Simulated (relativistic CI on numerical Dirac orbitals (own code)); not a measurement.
Electric-dipole transitions in Fe¹⁰⁺

Computed by Dirac-Coulomb-Breit CI, separate exchange-only KLI orbitals for each configuration, model QED (radiative potential, 1s self-energy scaled to tabulated hydrogen-like ionisation energies), unscaled Slater integrals (own radial code, finite nucleus).

Configurations in the expansion (outside the closed core [Ne]): 3s2 3p4, 3s 3p5, 3p6, 3s2 3p3 3d, 3s 3p4 3d, 3p5 3d, 3s 3p3 3d2, 3s2 3p3 4s, 3s2 3p3 4p, 3s2 3p2 3d 4p, 3p5 4s, 3p5 4p, 3s2 3p3 4d, 3s2 3p2 3d2, 3s2 3p 3d3, 3s 3p2 3d3, 3s2 3p 3d2 4s, 3s2 3p 3d2 4p, 3s2 3p 3d2 4d, 3s2 3p2 3d 4s, 3s 3p2 3d2 4s, 3s2 3p 3d 4s2, 3s2 3p 3d 4s 4p, 3s2 3p 3d 4s 4d. Double excitations out of closed p, d and f shells are left out; levels of such configurations are missing from the list, as are those of other unlisted configurations, and high levels can miss mixing partners.

| λ vac (nm) | Lower | Upper | A (s⁻¹) | gf | Branching (%) |
| --- | --- | --- | --- | --- | --- |
| 17.136 | 3s 3p5 1P°_1 [9] | 3s 3p4 3d 1P_1 [144] | 8.82e+10 | 1.17e+00 | 62.6 |
| 17.309 | 3s 3p5 3P°_2 [6] | 3s 3p4 3d 3D_3 [102] | 1.28e+11 | 4.02e+00 | 96.6 |
| 17.321 | 3s 3p5 3P°_1 [7] | 3s 3p4 3d 1D_2 [108] | 5.51e+10 | 1.24e+00 | 88.6 |
| 17.418 | 3s2 3p4 3P_2 [1] | 3s2 3p3 3d 3D°_2 [43] | 3.09e+10 | 7.03e-01 | 21.7 |
| 17.483 | 3s 3p5 3P°_1 [7] | 3s 3p4 3d 3D_2 [105] | 4.76e+10 | 1.09e+00 | 75.3 |
| 17.516 | 3s 3p5 3P°_2 [6] | 3s 3p4 3d 3P_2 [99] | 5.12e+10 | 1.18e+00 | 79.1 |
| 17.589 | 3s2 3p4 1D_2 [4] | 3s2 3p3 3d 1F°_3 [46] | 1.58e+11 | 5.14e+00 | 99.8 |
| 17.644 | 3s2 3p4 3P_2 [1] | 3s2 3p3 3d 3D°_3 [42] | 1.45e+11 | 4.73e+00 | 99.9 |
| 17.661 | 3s2 3p4 3P_1 [2] | 3s2 3p3 3d 3D°_1 [44] | 5.92e+10 | 8.30e-01 | 41.0 |
| 17.716 | 3s2 3p4 3P_0 [3] | 3s2 3p3 3d 3D°_1 [44] | 8.20e+10 | 1.16e+00 | 56.8 |
| 17.805 | 3s2 3p3 3d 3G°_3 [22] | 3s2 3p2 3d2 3G_3 [184] | 9.83e+10 | 3.27e+00 | 64.7 |
| 17.807 | 3s2 3p4 3P_1 [2] | 3s2 3p3 3d 3D°_2 [43] | 1.09e+11 | 2.59e+00 | 76.6 |
| 17.866 | 3s2 3p3 3d 3G°_4 [23] | 3s2 3p2 3d2 3G_4 [182] | 8.18e+10 | 3.52e+00 | 55.8 |
| 17.941 | 3s2 3p3 3d 3G°_5 [24] | 3s2 3p2 3d2 3G_5 [181] | 9.59e+10 | 5.09e+00 | 64.0 |
| 18.022 | 3s2 3p4 1S_0 [5] | 3s2 3p3 3d 1P°_1 [48] | 1.27e+11 | 1.86e+00 | 97.6 |
| 18.062 | 3s2 3p4 1D_2 [4] | 3s2 3p3 3d 1D°_2 [45] | 1.10e+11 | 2.69e+00 | 95.0 |
| 18.093 | 3s2 3p3 3d 5D°_3 [13] | 3s2 3p2 3d2 5D_2 [139] | 7.00e+10 | 1.72e+00 | 50.4 |
| 18.122 | 3s2 3p3 3d 5D°_4 [14] | 3s2 3p2 3d2 5D_3 [138] | 1.04e+11 | 3.59e+00 | 76.8 |
| 18.200 | 3s2 3p3 3d 5D°_4 [14] | 3s2 3p2 3d2 5D_4 [136] | 1.20e+11 | 5.36e+00 | 85.2 |
| 18.229 | 3s2 3p3 3d 5D°_3 [13] | 3s2 3p2 3d2 5P_3 [135] | 4.67e+10 | 1.63e+00 | 39.7 |
| 18.361 | 3s2 3p3 3d 1G°_4 [25] | 3s2 3p2 3d2 1G_4 [177] | 8.99e+10 | 4.09e+00 | 80.3 |
| 18.449 | 3s2 3p4 3P_2 [1] | 3s2 3p3 3d 3P°_1 [38] | 7.95e+10 | 1.22e+00 | 65.8 |
| 18.476 | 3s2 3p4 3P_2 [1] | 3s2 3p3 3d 3P°_2 [37] | 9.78e+10 | 2.50e+00 | 80.8 |
| 18.535 | 3s 3p5 1P°_1 [9] | 3s2 3p2 3d2 1D_2 [125] | 6.04e+10 | 1.56e+00 | 81.9 |
| 18.549 | 3s2 3p4 3P_1 [2] | 3s2 3p3 3d 3P°_0 [40] | 1.32e+11 | 6.79e-01 | 100.0 |
| 19.385 | 3s2 3p3 3d 3G°_5 [24] | 3s2 3p2 3d2 3H_6 [161] | 5.34e+10 | 3.91e+00 | 100.0 |
| 19.714 | 3s2 3p3 3d 3G°_3 [22] | 3s2 3p2 3d2 3H_4 [149] | 5.09e+10 | 2.67e+00 | 89.7 |
| 20.057 | 3s2 3p3 3d 3G°_4 [23] | 3s2 3p2 3d2 3F_3 [146] | 5.30e+10 | 2.24e+00 | 56.5 |
| 20.070 | 3s2 3p3 3d 3G°_5 [24] | 3s2 3p2 3d2 3F_4 [147] | 7.37e+10 | 4.01e+00 | 71.4 |
| 20.357 | 3s2 3p3 3d 5D°_4 [14] | 3s2 3p2 3d2 5F_5 [118] | 3.56e+10 | 2.43e+00 | 99.0 |

Terms are leading LS components. Brackets give the number of a level in order of energy, since labels repeat. The list gives strong lines, with weight on those to low levels, without lines whose two gauges differ by over a factor of 2.5, among the lowest 200 of 2933 levels, so that lines to higher ones, which can be the strongest, are missing. Levels whose partners in the same complex of configurations lie outside the list can be far off, and so can their lines. Rates are taken at the computed energies, electric ones in the length gauge.

At this charge energies of transitions that change n are usually good to better than 1 %, and those within a shell (Δn = 0) to a few per cent.

LS names give the leading component of a level, which can be under half, so a name can repeat, a term be missing and a line seem to break the LS rules.
